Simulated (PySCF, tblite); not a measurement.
C3H9ClSSi2.
Numbering: `[Cl:1][Si@H:2]1[CH2:3][CH2:4][S:5][SiH2:6][CH2:7]1` (hydrogens: H8 on Si2; H9, H10 on C3; H11, H12 on C4; H13, H14 on Si6; H15, H16 on C7)

Structure used (GFN2-xTB), in Å, numbered top down from 1:
```
atom  x, y, z in Å
Cl1   -0.2150   -0.0355    2.7441
Si2    0.0532   -1.0958    1.0385
C3    -1.4444   -0.7697   -0.0966
C4    -1.5853    0.6789   -0.5463
S5    -0.3617    1.1654   -1.8216
Si6    1.4312    1.2129   -0.6479
C7     1.6390   -0.4879    0.1828
H8     0.1233   -2.5176    1.3785
H9    -1.3920   -1.4040   -0.9821
H10   -2.3635   -1.0449    0.4263
H11   -2.5501    0.8398   -1.0278
H12   -1.4953    1.3710    0.2912
H13    1.2887    2.2686    0.3526
H14    2.4797    1.4891   -1.6176
H15    1.9224   -1.2136   -0.5792
H16    2.4625   -0.4479    0.8936
```

Computed, not measured: wB97X-D/def2-SVPD in PySCF (dipole) on a GFN2-xTB geometry, gas phase.

Masses are those of the commonest isotopes; rigid-rotor values at the optimised geometry. The values belong to one conformer with, in the numbering `[Cl:1][Si@H:2]1[CH2:3][CH2:4][S:5][SiH2:6][CH2:7]1`, Cl1–Si2–C3–C4 63°, Si2–C3–C4–S5 74°, C3–C4–S5–Si6 -71°, C4–S5–Si6–C7 56°.

(1) Give the principal moments of inertia and the rotational constants in cm⁻¹.

(2) Classify the top.

(3) What does the inertial defect say?

(4) Give the other two planar moments, Paa and Pbb, and the rms extents of the mass along the axes.

(5) Where do the levels up to J = 4 lie, in cm⁻¹?

(6) Which lines would a microwave search look for?

(7) Estimate the classical rotational partition function at 100 K, 298.15 K and 500 K.

Results:

(1) Ia = 270.22, Ib = 558.99, Ic = 663.48 u·Å²; 505379 MHz·u·Å²/I gives 1870, 904.1 and 761.7 MHz, that is A = 0.06239, B = 0.03016, C = 0.02541 cm⁻¹.

(2) An asymmetric top: κ = (2 × 904.1 − 1870 − 761.7)/(1870 − 761.7) = -0.74.

(3) Not planar: Δ = Ic − Ia − Ib = -165.72 u·Å². For a rigid frame Δ = −2 Σ m c², so Σ m c² = 82.86 u·Å² lies off the ab plane: 16.77 from hydrogen and 66.09 from heavier atoms. The atom farthest from that plane is 2.03 Å away.

(4) Paa = Σ m a² = (Ib + Ic − Ia)/2 = 476.13 and Pbb = Σ m b² = (Ia + Ic − Ib)/2 = 187.35 u·Å². With the mass M = 167.97 u, the rms extents √(P/M) along a, b and c are 1.68, 1.06, 0.70 Å.

(5) Above 0(0,0):
J = 1: 1(0,1) 0.0556, 1(1,1) 0.0878, 1(1,0) 0.0925
J = 2: 2(0,2) 0.1662, 2(1,2) 0.1942, 2(1,1) 0.2084, 2(2,1) 0.3051, 2(2,0) 0.3056
J = 3: 3(0,3) 0.3310, 3(1,3) 0.3535, 3(1,2) 0.3819, 3(2,2) 0.4718, 3(2,1) 0.4742, 3(3,1) 0.6451, 3(3,0) 0.6451
J = 4: 4(0,4) 0.5487, 4(1,4) 0.5653, 4(1,3) 0.6126, 4(2,3) 0.6937, 4(2,2) 0.7007, 4(3,2) 0.8683, 4(3,1) 0.8685, 4(4,1) 1.1097, 4(4,0) 1.1097

(6) The dipole components are |μa| = 0.70 D, |μb| = 0.04 D, |μc| = 1.20 D. The squared components, which scale the intensities, stand as 0.34 : 0.00 : 1.00 (a : b : c). Some lines, for components of 0.1 D or more:

| type | branch | J(Ka,Kc) | MHz | lower level (cm⁻¹) |
| --- | --- | --- | --- | --- |
| c | Q | 2(1,2) ← 2(0,2) | 838 | 0.166 |
| c | Q | 1(1,1) ← 1(0,1) | 966 | 0.056 |
| c | Q | 5(2,4) ← 5(1,4) | 2116 | 0.900 |
| c | Q | 4(2,3) ← 4(1,3) | 2431 | 0.613 |
| a | R | 3(1,3) ← 2(1,2) | 4775 | 0.194 |
| c | R | 2(2,1) ← 1(1,1) | 6515 | 0.088 |
| a | R | 4(0,4) ← 3(0,3) | 6526 | 0.331 |
| a | R | 4(2,2) ← 3(2,1) | 6789 | 0.474 |
| a | R | 4(1,3) ← 3(1,2) | 6916 | 0.382 |
| c | Q | 4(4,1) ← 4(3,1) | 7231 | 0.868 |
| a | R | 5(2,4) ← 4(2,3) | 8297 | 0.694 |
| c | R | 3(2,2) ← 2(1,2) | 8323 | 0.194 |
| a | R | 5(3,3) ← 4(3,2) | 8370 | 0.868 |
| c | R | 4(1,3) ← 3(0,3) | 8443 | 0.331 |
| a | R | 5(1,4) ← 4(1,3) | 8611 | 0.613 |
| c | R | 3(3,1) ← 2(2,1) | 10193 | 0.305 |
| c | R | 5(2,3) ← 4(1,3) | 11191 | 0.613 |
| c | R | 4(4,0) ← 3(3,0) | 13927 | 0.645 |

(7) Point group C1, symmetry number σ = 1; q = (√π/σ)·√((kT/h)³/(ABC)), k/h = 20836.6 MHz/K: 149000 at 100 K, 765000 at 298.15 K, 1660000 at 500 K.

Its GFN2-xTB frequencies are all real (lowest 56 cm⁻¹). Zero-point vibration and centrifugal distortion are left out. Quadrupole hyperfine structure (35Cl) is left out.

Time: 78 s of wall time (grids of density and orbitals included); peak memory 1.0 GiB. Hardware: one thread, Arm Neoverse V2 (aarch64), no GPU, shared host with 96 logical CPUs at a one-minute load of 79. This is the wB97X-D/def2-SVPD job that gave the dipole, with the excitations it also computed.
